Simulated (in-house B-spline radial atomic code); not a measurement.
Radial electron density of Ga+, [Ar] 3d10 4s2. Computed with a B-spline radial code for spherical atoms: non-relativistic BHandHLYP, spin-polarised, spherical fractional occupations, exact exchange averaged over the configuration, point nucleus.

Columns: r (bohr), 4πr²n(r) (electrons per bohr), bar.

```
 0.00215    1.038 #
 0.00263    1.507 ##
 0.00321    2.166 ##
 0.00392    3.091 ###
 0.00479    4.373 ####
 0.00586    6.125 ######
 0.00716    8.437 #########
 0.00875    11.42 ############
  0.0107    15.14 ###############
  0.0131    19.58 ####################
   0.016    24.44 #########################
  0.0195    29.31 ##############################
  0.0239    33.73 ##################################
  0.0292    36.69 #####################################
  0.0356     37.6 ######################################
  0.0435    36.29 #####################################
  0.0532    33.44 ##################################
   0.065    30.81 ###############################
  0.0795    30.49 ###############################
  0.0971    33.63 ##################################
   0.119    39.15 ########################################
   0.145    43.24 ############################################
   0.177    42.33 ###########################################
   0.217    35.36 ####################################
   0.265    26.49 ###########################
   0.324    21.35 ######################
   0.395    22.26 #######################
   0.483     25.8 ##########################
   0.591    26.36 ###########################
   0.722     21.9 ######################
   0.882    14.81 ###############
    1.08     8.43 #########
    1.32    4.487 #####
    1.61    2.561 ###
    1.97    1.627 ##
     2.4    1.047 #
    2.94   0.5745 #
    3.59   0.2471 
    4.39   0.0752 
    5.36  0.01502 
    6.55 0.001766 
    8.01 0.0001108
```

On this grid the curve has 3 maxima, near 0.0356, 0.145, 0.591 bohr.

The 4s down radial function P(r) = rR(r), positive near the nucleus:

| r (bohr) | P |
| --- | --- |
| 0.000645 | 0.006746 |
| 0.000964 | 0.009982 |
| 0.00144 | 0.01469 |
| 0.00215 | 0.02145 |
| 0.00321 | 0.03097 |
| 0.00479 | 0.04393 |
| 0.00716 | 0.06078 |
| 0.0107 | 0.08068 |
| 0.016 | 0.1002 |
| 0.0239 | 0.1109 |
| 0.0356 | 0.09804 |
| 0.0532 | 0.04329 |
| 0.0795 | -0.05858 |
| 0.119 | -0.1668 |
| 0.177 | -0.176 |
| 0.265 | 0.003599 |
| 0.395 | 0.2595 |
| 0.591 | 0.2756 |
| 0.882 | -0.08741 |
| 1.32 | -0.5528 |
| 1.97 | -0.7287 |
| 2.94 | -0.518 |
| 4.39 | -0.1931 |
| 6.55 | -0.0297 |
